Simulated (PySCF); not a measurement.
Gas-phase reaction: 3 Br2 + Si2H6 ⇌ 2 SiHBr3 + 4 H

Method: PySCF energies plus ideal-gas RRHO corrections (1 bar). † marks an energy on the PBE0/def2-TZVP geometry and frequencies; other levels use their own. MP2 and CCSD(T) freeze the core. 6-31G* has spherical d functions here. Open shells (unrestricted): H (multiplicity 2); the rest are closed-shell singlets. B3LYP is the form with VWN-RPA correlation. Br: all electrons, no relativistic terms. MP2 isn't extrapolated to the basis-set limit; its ΔH°(298 K) is -40.6 kJ in def2-SVP and -35.2 kJ in def2-TZVPP. CCSD(T) isn't extrapolated to the basis-set limit; its ΔH°(298 K) is 77.4 kJ in def2-SVP and 82.2 kJ in def2-TZVPP. The harmonic model lacks anharmonicity and excited electronic states, which grow with temperature; levels with a mode under 35 cm⁻¹ are left out. Internal rotation in Si2H6 is treated as a harmonic vibration of one conformer, which makes the entropy rough. Soft modes under 120 cm⁻¹ make the harmonic entropy rough for SiHBr3.

| level | ΔE electronic, kJ | ΔH°(298 K), kJ | ΔS°(298 K), J/K | ΔG°(1200 K), kJ |
|---|---|---|---|---|
| B3LYP/def2-TZVP† | 217 | 165 | 150 | -49 |
| BLYP/def2-TZVP† | 246 | 194 | 150 | -21 |
| CCSD(T)/def2-TZVPP† | 134 | 82 | 150 | -133 |
| HF/6-31G* | -50 | -107 | 148 | -321 |
| HF/def2-TZVP† | -55 | -107 | 150 | -322 |
| M06-2X/def2-TZVP† | 118 | 66 | 150 | -149 |
| MP2/def2-SVP† | 11 | -41 | 150 | -255 |
| PBE/def2-SVP | 162 | 112 | 149 | -101 |
| PBE0/def2-QZVP† | 135 | 83 | 150 | -132 |
| PBE0/def2-SVP† | 123 | 72 | 150 | -143 |
ΔH° is lowest at HF/6-31G* and highest at BLYP/def2-TZVP†. No reference value is set beside these.
